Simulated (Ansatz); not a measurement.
`[CH3][Ti]([OH])([OH])[Cl]`, relaxed with RKS PBE-D4/def2-SVP in Ansatz from a rough embedded geometry. The force threshold is 0.03 eV/Å; the program also tests the step.

The species carries charge 0 and has multiplicity 1.

Start:

```xyz
10

C    -1.451    0.592   -0.054
Ti    0.567   -0.075    0.022
O     0.574   -1.954    0.532
O     1.422    0.128   -1.804
Cl    1.802    1.162    1.568
H    -1.954    0.311    0.939
H    -1.435    1.726   -0.071
H    -1.941    0.208   -0.896
H     0.086   -2.057    1.383
H     2.330   -0.041   -1.619
```

Q: By how much does the energy fall, and how many steps does the optimiser take? (An estimate is asked.)

A: The calculation gave: 117.54 kJ/mol, in 13 steps, 1 of them rejected.

Q: Which bonds change most? (Estimate.)

A: Ansatz gave: Ti2–O4 from 2.026 to 1.783 Å; Ti2–O3 from 1.947 to 1.772 Å; Ti2–Cl5 from 2.334 to 2.220 Å; C1–H8 from 1.046 to 1.110 Å.

Q: Give the relaxed structure. (Estimate.)

A: Computed: 
```xyz
10

C    -1.333    0.675   -0.090
Ti    0.595   -0.021    0.190
O     0.432   -1.747    0.552
O     1.430    0.271   -1.358
Cl    1.453    1.137    1.880
H    -1.917    0.530    0.842
H    -1.286    1.756   -0.339
H    -1.819    0.124   -0.923
H     0.615   -2.393    1.255
H     1.829   -0.331   -2.009
```
